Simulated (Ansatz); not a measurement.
Born–Oppenheimer molecular dynamics of ClF2H5O2Si (11 atoms, charge 0, multiplicity 1). It starts at the highest image of a converged band. Of that band: Beside the main top the profile has a ripple of under 15 meV (maxima at images 2, 4), which may be a very shallow well or noise. A vibrational analysis at the climbing image gives one clearly imaginary mode, 168i cm⁻¹: a first-order saddle point.

Computed with UKS BHLYP/def2-SVP in Ansatz.

```json
{
 "ensemble": "NVE (velocity Verlet)",
 "time step": "0.5 fs",
 "steps asked": "200",
 "starting velocities drawn for": "300 K",
 "seed": "8316"
}
```

First frame:

```xyz
11
Properties=species:S:1:pos:R:3
Si -0.987 0.839 -0.623
Cl -1.013 -1.620 -0.505
F -0.581 0.669 -2.163
F -0.895 2.478 -0.548
H -2.357 0.679 -0.170
H 1.135 -0.395 0.637
O 0.383 0.705 0.421
H 0.686 -1.789 0.141
O 1.494 -1.409 0.667
H 0.730 1.586 0.579
H 1.405 -1.742 1.564
```

Task: How far do the bonds stretch over the last three quarters of this one trajectory? (Pairs bonded in most of those frames.)

Result: 
```tsv
bond	mean (Å)	spread (Å)	shortest	longest
Si1–F3	1.595	0.015	1.57	1.62
Si1–F4	1.613	0.010	1.60	1.63
Si1–H5	1.450	0.027	1.41	1.49
Si1–O7	1.668	0.021	1.63	1.70
Cl2–H8	1.389	0.105	1.25	1.59
H6–O9	0.980	0.035	0.92	1.06
O7–H10	0.959	0.019	0.93	0.99
O9–H11	0.959	0.010	0.94	0.97
```

Pairs bonded in part of these frames only: Si1–Cl2 28 %, H8–O9 13 %.

Mean temperature of the second half: 438 K. The conserved energy stayed within 0.17 meV per atom of its start (net change 0.033 meV per atom), so the integration is sound. The kinetic energy rose, since the run started high on the potential surface and went downhill. It ends in pieces (ClH + F2H2OSi + H2O), so much of that is their flight and rotation, not heat. A run of 0.1 ps of so small a system gives no equilibrium averages. The orbitals were unrestricted but ended closed-shell.

Run time: 16 min on 4 threads of Arm Neoverse N1, on a shared host, peak memory 0.41 GiB.
